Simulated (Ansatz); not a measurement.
Job for Ansatz (a quantum-chemistry and plane-wave program): R-B3LYP/def2-TZVPP on CH6GaN (SMILES [CH3][GaH][NH2]), a point of a torsion scan.

Ansatz 0.2 input:
```yaml
crystal:
  periodic: [false, false, false]
  atoms:
    - {symbol: C, position_ang: [-1.53810786, 0.13282328, -0.24136715]}
    - {symbol: Ga, position_ang: [0.23571733, -0.28432441, 0.62398573]}
    - {symbol: N, position_ang: [1.80181058, 0.04943495, -0.22792099]}
    - {symbol: H, position_ang: [-2.20346428, -0.73364827, -0.24840651]}
    - {symbol: H, position_ang: [-2.05836720, 0.94213337, 0.27655504]}
    - {symbol: H, position_ang: [-1.36211291, 0.44396358, -1.27500787]}
    - {symbol: H, position_ang: [0.46284299, -0.90297210, 2.03881717]}
    - {symbol: H, position_ang: [2.72504016, -0.13440128, 0.14608304]}
    - {symbol: H, position_ang: [1.90432240, 0.45086294, -1.15246727]}
basis:
  gaussian:
    orbitals: def2-TZVPP
hamiltonian:
  xc: {name: B3LYP}
scf: {lower_state_search: off}
```

Program output:

```
WARN ansatz: RAYON_NUM_THREADS=1 ignored (pool sized by the plan → 1); use --threads N
Functional definition: B3LYP
these checks for a lower state are left out or cut short: stability, starts, cluster_reference, orbital_swaps, neighbouring_geometries, increment
integrals: 0.10 GiB planned
1092 factors; their error is unknown
mean field: 0.90 GiB planned
mean field evaluation 1: about -54990.8156 eV, gradient 8.9e1 eV
mean field evaluation 2: about -54955.6419 eV, gradient 1.4e2 eV
mean field evaluation 4: about -55005.6623 eV, gradient 1.3e1 eV
mean field evaluation 8: about -55006.0344 eV, gradient 2.3e-1 eV
mean field evaluation 16: about -55006.1787 eV, gradient 6.1e-5 eV
mean field -55006.17868785 eV, -2021.4397822513 hartree, gradient 9.5e-6 eV, S^2 0.000000; 0 other end points of the search recorded, 0 dependent functions left out
reference -55006.17894733 eV, -2021.4397917871 hartree; 25, 25 occupied and 169, 169 virtual orbitals, 1092 factors
Total energy: -55006.17894733 eV, -2021.4397917871 hartree
Checks for a lower state left out: stability, starts, cluster_reference, orbital_swaps, neighbouring_geometries, increment
```

The calculation finished and met its thresholds.

Cost: about 2.5 core-seconds (a rough figure).
